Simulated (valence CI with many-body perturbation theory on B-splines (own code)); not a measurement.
As11+: M1 decay

Calculated by relativistic CI+MBPT: four valence electrons over a frozen Dirac-Fock core [Ar], radial functions for each j: 7 s, 7 p, 8 d, 6 f, 4 g, 1 h, with the one-electron correlation potential Σ1 (screened to all orders), the two-electron term Σ2, the three-electron term Σ3, Breit, model QED; selected single and double excitations, second order for the rest, scaled by the run's own slope (own B-spline code, finite nucleus).

No measured levels were compared; by estimate terms of the open shell hold to 2 to 4 % of their energy, and close levels can change places. The list stops below the first excitations out of the core. Only levels of the ground parity were solved; by the run's estimate the other parity begins above the list, which can be wrong where configurations are misplaced.

Lines 1 to 50 of 120 in falling wavelength, among levels below 68.683 eV, chosen from the decays that carry over 1 % of a level's rate. Wavelengths and rates use the calculated energies, so an error of 2000 cm⁻¹ moves a line at 1661 nm by 33 % and its rate by three times that or more. S is in atomic units (e²a₀⁴ for E2 and M2, e²a₀⁶ for E3), for M1 in squared Bohr magnetons. Weak lines are less certain than strong ones. Lines between different terms over intervals too small for the method are left out, as are lines whose strength nearly cancels. Intervals below about 2000 cm⁻¹, as at the head of this list, are uncertain by tens of per cent.

Names give the largest LS component (configuration and term), which can be under half, so a name can repeat, a term be missing and a line seem to break the LS rules; names also repeat where a configuration has a term twice. Letters in brackets count levels of one name in rising energy.

```csv
λ vac (nm),Upper,Lower,Type,A (s⁻¹),S (a.u.)
8855,3d4 5D_1,3d4 5D_0,M1,7.64e-02,5.90e+00
5329,3d4 5D_2,3d4 5D_1,M1,3.70e-01,1.04e+01
5166,3d4 3G_5,3d4 3G_4,M1,1.15e-01,6.45e+00
5015,3d4 3H_6,3d4 3H_5,M1,1.59e-01,9.67e+00
4296,3d4 5D_3,3d4 5D_2,M1,5.80e-01,1.19e+01
3847,3d4 5D_4,3d4 5D_3,M1,4.72e-01,8.97e+00
3718,3d4 3H_5,3d4 3H_4,M1,4.55e-01,9.53e+00
1661,3d4 3F_3 [a],3d4 3H_4,M1,8.67e-01,1.03e+00
1653,3d4 3P_1 [a],3d4 3P_0 [a],M1,3.84e+00,1.93e+00
1481,3d4 3G_4,3d4 3F_4 [a],M1,8.88e-01,9.63e-01
1446,3d4 3G_3,3d4 3F_2 [a],M1,2.79e+00,2.19e+00
1324,3d4 3G_3,3d4 3F_3 [a],M1,3.47e+00,2.09e+00
1308,3d4 3F_4 [a],3d4 3H_4,M1,3.75e+00,2.81e+00
1265,3d4 3P_2 [a],3d4 3P_1 [a],M1,6.80e+00,2.55e+00
1194,3d4 3G_4,3d4 3F_3 [a],M1,7.84e-01,4.46e-01
1151,3d4 3G_5,3d4 3F_4 [a],M1,3.17e+00,1.97e+00
858.6,3d4 3G_5,3d4 3H_6,M1,3.36e+00,8.67e-01
854.3,3d4 3G_4,3d4 3H_5,M1,7.87e-01,1.64e-01
771.3,3d4 1G_4 [a],3d4 3G_5,M1,3.58e+00,5.48e-01
736.9,3d4 3G_3,3d4 3H_4,M1,1.17e+00,1.22e-01
733.1,3d4 3G_5,3d4 3H_5,M1,4.33e+00,6.96e-01
676.1,3d4 3D_3,3d4 3P_2 [a],M1,2.55e+00,2.04e-01
671.1,3d4 1G_4 [a],3d4 3G_4,M1,1.92e+00,1.93e-01
638.6,3d4 3D_2,3d4 3P_2 [a],M1,2.34e+00,1.13e-01
635.9,3d4 1G_4 [a],3d4 3G_3,M1,9.68e+00,8.31e-01
587.6,3d4 3D_1,3d4 3P_2 [a],M1,3.38e+00,7.63e-02
570.4,3d4 1D_2 [a],3d4 3D_1,M1,6.23e+00,2.14e-01
543.2,3d4 3F_4 [b],3d4 1F_3,M1,5.01e+00,2.68e-01
529.4,3d4 1D_2 [a],3d4 3D_2,M1,2.01e+00,5.51e-02
517.8,3d4 3F_2 [b],3d4 1F_3,M1,1.06e+01,2.74e-01
508.0,3d4 3D_3,3d4 3F_3 [a],M1,7.18e-01,2.44e-02
506.1,3d4 1D_2 [a],3d4 3D_3,M1,9.15e+00,2.20e-01
502.1,3d4 3D_2,3d4 3F_2 [a],M1,2.60e+00,6.11e-02
486.5,3d4 3D_2,3d4 3F_3 [a],M1,5.59e-01,1.19e-02
470.0,3d4 3D_1,3d4 3F_2 [a],M1,1.86e+00,2.15e-02
461.8,3d4 1G_4 [a],3d4 3F_4 [a],M1,3.02e+01,9.92e-01
456.2,3d4 1I_6,3d4 3H_6,M1,1.04e+01,4.74e-01
429.6,3d4 1G_4 [a],3d4 3F_3 [a],M1,3.14e+00,8.31e-02
424.3,3d4 3D_2,3d4 3P_1 [a],M1,6.14e-01,8.70e-03
418.2,3d4 1I_6,3d4 3H_5,M1,9.11e+00,3.21e-01
401.2,3d4 3D_1,3d4 3P_1 [a],M1,1.09e+01,7.82e-02
378.1,3d4 3P_2 [b],3d4 1D_2 [a],M1,9.01e+00,9.03e-02
375.9,3d4 1G_4 [a],3d4 3H_5,M1,1.26e+01,2.23e-01
344.6,3d4 1F_3,3d4 3D_2,M1,5.12e+00,5.44e-02
341.3,3d4 1G_4 [a],3d4 3H_4,M1,6.21e+00,8.24e-02
334.6,3d4 1F_3,3d4 3D_3,M1,1.41e+01,1.37e-01
322.9,3d4 3D_1,3d4 3P_0 [a],M1,7.50e+00,2.81e-02
313.5,3d4 1D_2 [a],3d4 3G_3,M1,5.02e+00,2.87e-02
308.3,3d4 1S_0 [a],3d4 3P_1 [a],M1,9.93e+01,1.08e-01
289.4,3d4 1D_2 [a],3d4 3P_2 [a],M1,1.42e+01,6.37e-02
```
